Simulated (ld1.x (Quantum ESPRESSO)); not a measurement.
**iodine (I), TM: configuration errors across variants**

I, norm-conserving Troullier–Martins (Kleinman–Bylander form), made with ld1.x (Quantum ESPRESSO) 7.5 (PBE, scalar-relativistic). Core [Kr], reference 4d10 5s2 5p5. Waves: 5p (bound): rc 1.95 bohr; 4d (bound): rc 1.20 bohr; 5s (bound): rc 1.75 bohr. Local part: the s channel. Core correction: Bessel-smoothed model core inside 1.20 bohr.

All-electron excitation energies from the reference (eV): (1) 4d10 5s2 5p4 11.131; (2) 4d10 5s2 5p3 30.977; (3) 4d10 5s2 5p2 60.305; (4) 4d10 5s1 5p5 22.111; (5) 4d9 5s2 5p6 45.862; (6) 4d9 5s2 5p5 58.247; (7) 4d10 5s2 5p1 99.731.

Tests that are not counted but printed errors over 1 eV. “local potential all-electron potential smoothed inside 0.95 bohr (lloc = -1)”: 4d9 5s2 5p5 (solver errors, printed error -2955 eV).

2 further variants failed, have other tests or another functional or relativity, and are left out.

A true bound ghost makes a file unfit for plane-wave use even where its test errors are small: the radial tests pick states by their node count and pass the ghost by. Where a test does run into it, the solver fails or the error is huge.

Errors AE − PS in meV (a dash: test not solved or not reliable):

```tsv
change	(1)	(2)	(3)	(4)	(5)	(6)	(7)	bound ghosts
base	-1.1	+1.5	+8.8	-0.9	-583	-513	+19	none
wave 5s (bound): rc 1.75 bohr becomes 5s (bound): rc 2.14 bohr	-0.6	+4.8	+19	-4.5	-545	-458	+43	none
wave 5p (bound): rc 1.95 bohr becomes 5p (bound): rc 2.86 bohr	-1.9	-9.5	-43	+17	-420	-370	-144	none
wave 4d (bound): rc 1.20 bohr becomes 4d (bound): rc 1.06 bohr	-1.1	+1.5	+8.8	-0.9	-588	-517	+19	none
core correction Bessel-smoothed model core inside 0.88 bohr	-1.1	+1.5	+8.8	-0.9	-587	-516	+19	none
type PAW; waves now 5s (bound): rcut 1.50, rcutus 1.75 bohr; 5s channel at -0.1 Ry: rcut 1.50, rcutus 1.75 bohr; 5p (bound): rcut 1.70, rcutus 1.95 bohr; 5p channel at 4 Ry: rcut 1.70, rcutus 1.95 bohr; 4d (bound): rcut 1.05, rcutus 1.20 bohr; 4d channel at -2 Ry: rcut 1.05, rcutus 1.20 bohr; local potential all-electron potential smoothed inside 1.85 bohr (lloc = -1); augmentation PSQ, inside the norm-conserving radii	-2.9	-8.0	-17	-3.7	-120	-128	-35	none
local potential all-electron potential smoothed inside 0.95 bohr (lloc = -1)	0.0	+7.7	+27	+2.8	-360	–	+58	s, p
local potential the p channel	-0.5	+5.0	+19	+0.6	-569	-485	+43	none
wave 5s (bound): rc 1.75 bohr becomes 5s (bound): rc 2.06 bohr	-0.7	+3.7	+16	-3.4	–	-472	+36	none
wave 5p (bound): rc 1.95 bohr becomes 5p (bound): rc 1.70 bohr	-0.8	+2.6	+10	+1.3	-516	-456	+17	none
```

Question: Give the same row for: all radii but the core radius scaled by about 1.40 (s 2.44, p 2.72, d 1.68 bohr).

Answer: +0.7, +7.2, +13, -2.0, -224, -127, -0.4; bound ghosts: none.
